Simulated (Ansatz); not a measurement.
```yaml
crystal:
  periodic: [false, false, false]
  atoms:
    - {symbol: Pb, position_ang: [1.562897, -0.462356, 0.527732]}
    - {symbol: F, position_ang: [-1.598614, 0.580735, 2.462681]}
    - {symbol: F, position_ang: [0.035717, -0.118378, -2.990394]}
basis:
  gaussian: {orbitals: def2-TZVPP}
hamiltonian: {xc: {name: revPBE0}, dispersion: d4}
scf: {omitted_lower_state_checks: [starts]}
```

```sh
$ ansatz run in.yaml --threads 4 --pin off --events-out ev --progress --plain --max-ram 3916MiB
```

Shortened log:

```
Functional definition: revPBE0
742 factors; their error is unknown
mean field evaluation 1: about -10664.4002 eV, gradient 7.3e1 eV
mean field evaluation 2: about -9942.7457 eV, gradient 2.6e2 eV
mean field evaluation 4: about -10503.7080 eV, gradient 1.7e2 eV
mean field evaluation 8: about -10669.9300 eV, gradient 4.2e1 eV
mean field evaluation 16: about -10676.4434 eV, gradient 3.1e-5 eV
mean field -10676.44341381 eV, -392.3520587041 hartree, gradient 3.9e-5 eV, S^2 0.000000; 0 other end points of the search recorded, 0 dependent functions left out
reference -10676.44344864 eV, -392.3520599841 hartree; 20, 20 occupied and 92, 92 virtual orbitals, 742 factors
Total energy: -10676.49192865 eV, -392.3538415917 hartree
Checks for a lower state left out: starts
```

In this input the coordinates are in bohr but typed as ångström. Self-consistency was reached. The result belongs to that input, not to the species as meant.

In the def2 sets Pb takes a core potential; there is no spin–orbit coupling.
